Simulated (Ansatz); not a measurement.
Gas-phase electronic energies from Ansatz, PBE0-D4/def2-TZVP geometries. CBS: MP2 limit from def2 TZ/QZ plus the TZ coupled-cluster correction, frozen cores. Functionals use def2-TZVPP. B3LYP here is the variant with VWN-RPA as its local correlation; programs differ in this. For Se outer-core shells are correlated without core-valence functions, which leaves a few kJ/mol of doubt a bond. Scalar relativity is left out up to krypton. Each species was taken in one conformer, which may not be the lowest.

`FCO[SiH2][SeH]` + `CN[SiH3]` → `CN([SiH3])CF` + `O[SiH2][SeH]`  (substitution at a C–O bond)

| species | B3LYP energy (Eh) |
| --- | --- |
| `FCO[SiH2][SeH]` | -2907.45280 |
| `CN[SiH3]` | -386.64670 |
| `CN([SiH3])CF` | -525.25542 |
| `O[SiH2][SeH]` | -2768.85191 |

(1) Work out ΔE.

Largest T1 diagnostic among the species: 0.011.

## Answers

(1) ΔE = (-525.25542) + (-2768.85191) − (-2907.45280) − (-386.64670) = -0.00783 Eh = -20.6 kJ/mol. CCSD(T)/CBS gives -26.1 kJ/mol.

In def2-TZVPP, CCSD(T) changes the Hartree–Fock value by −13.9 kJ/mol (the triples alone add −1.9 kJ/mol) and MP2 by −17.9 kJ/mol.
